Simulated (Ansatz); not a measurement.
Cartesian coordinates (Å):
SMILES: [SiH3][Si]([SiH3])([SiH3])[SiH2][SiH3]
```xyz
20

Si     2.7630     1.3606     0.6131
Si     1.6998    -0.7206     0.4293
Si    -0.5517    -0.3744    -0.1190
Si    -1.6478    -2.4348    -0.3111
Si    -0.6767     0.7827    -2.1520
Si    -1.5618     0.9074     1.5617
H      4.2092     1.2119     0.9627
H      2.0884     2.1698     1.6747
H      2.6512     2.0910    -0.6872
H      1.7942    -1.4631     1.7266
H      2.3574    -1.5420    -0.6366
H     -1.0023    -3.2567    -1.3811
H     -1.5661    -3.1774     0.9845
H     -3.0876    -2.2301    -0.6611
H     -2.1073     0.9691    -2.5470
H     -0.0341     2.1268    -2.0211
H      0.0255     0.0140    -3.2257
H     -1.4304     0.2190     2.8830
H     -0.9088     2.2499     1.6494
H     -3.0139     1.0969     1.2571
```
Charge 0, multiplicity 1.

Calculation: frozen-core CCSD(T)/cc-pVTZ // PBE0-D3(BJ)/def2-SVP in Ansatz (a program for electronic structure).

The HF energy is -1741.81769 Ha. The MP2 correlation energy is -0.76751 Ha.

### Question
Estimate the CCSD correlation energy, the (T) correction, the total energy and the T1 diagnostic.

### Answer

The CCSD correlation energy is -0.89136 Ha and the (T) correction is -0.03450 Ha. The CCSD(T) total energy is -1742.74355 Ha and the T1 diagnostic is 0.014.
